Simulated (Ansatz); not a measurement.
All values below come from Ansatz (an electronic-structure program) with frozen-core CCSD(T)/cc-pVTZ // B3LYP-D3(BJ)/def2-TZVP.

Ansatz 0.2 input:
```yaml
crystal:
  periodic: [false, false, false]
  atoms:
    - { symbol: C, position_ang: [-2.429039, -0.260064, -0.431187] }
    - { symbol: C, position_ang: [-1.164537, -0.586114, -0.657693] }
    - { symbol: C, position_ang: [-0.033141, -0.249899, 0.25566] }
    - { symbol: O, position_ang: [0.994469, 0.37785, -0.49195] }
    - { symbol: C, position_ang: [2.136619, 0.657732, 0.285907] }
    - { symbol: H, position_ang: [-3.221019, -0.552277, -1.108462] }
    - { symbol: H, position_ang: [-2.719458, 0.311897, 0.443076] }
    - { symbol: H, position_ang: [-0.892499, -1.146417, -1.546946] }
    - { symbol: H, position_ang: [-0.374789, 0.40483, 1.069364] }
    - { symbol: H, position_ang: [0.362453, -1.168787, 0.717656] }
    - { symbol: H, position_ang: [2.566119, -0.258621, 0.71259] }
    - { symbol: H, position_ang: [2.870659, 1.122773, -0.3703] }
    - { symbol: H, position_ang: [1.904163, 1.347098, 1.108311] }
basis:
  gaussian: { orbitals: cc-pVTZ }
correlation:
  method: ccsd_t
```

Output:

```
Functional definition: HF
1493 factors; integrals over basis functions are off by at most 8.3e-4 eV
mean field evaluation 1: about -6283.2968 eV, gradient 3.4e1 eV
mean field evaluation 2: about -6283.6030 eV, gradient 3.4e1 eV
mean field evaluation 4: about -6286.6705 eV, gradient 4.9e0 eV
mean field evaluation 8: about -6286.7254 eV, gradient 1.9e-1 eV
mean field evaluation 16: about -6285.9795 eV, gradient 1.4e1 eV
mean field -6286.72555756 eV, -231.0329029446 hartree, gradient 4.3e-6 eV, S^2 0.000000; 0 other end points of the search recorded, 0 dependent functions left out
5 core orbitals not correlated
reference -6286.72555756 eV, -231.0329029446 hartree; 15, 15 occupied and 242, 242 virtual orbitals, 1493 factors
second order -24.79671553 eV of doubles, -0.00000000 eV of singles
cycle   1  -25.23487240 eV  change   -4.4e-1 eV  update   1.0e-1
cycle   2  -25.85218669 eV  change   -6.2e-1 eV  update   3.0e-2
cycle   3  -25.97795934 eV  change   -1.3e-1 eV  update   1.4e-2
cycle   4  -25.97055246 eV  change    7.4e-3 eV  update   3.7e-3
cycle   5  -25.97122724 eV  change   -6.7e-4 eV  update   1.5e-3
cycle   6  -25.97194253 eV  change   -7.2e-4 eV  update   3.7e-4
cycle   7  -25.97175468 eV  change    1.9e-4 eV  update   1.2e-4
cycle   8  -25.97172627 eV  change    2.8e-5 eV  update   4.1e-5
cycle   9  -25.97173980 eV  change   -1.4e-5 eV  update   1.5e-5
perturbative correction -1.06085024 eV, -0.0389855273 hartree
Total energy: -6313.75814760 eV, -232.0263323055 hartree
```

Cost: roughly 9 core-minutes.
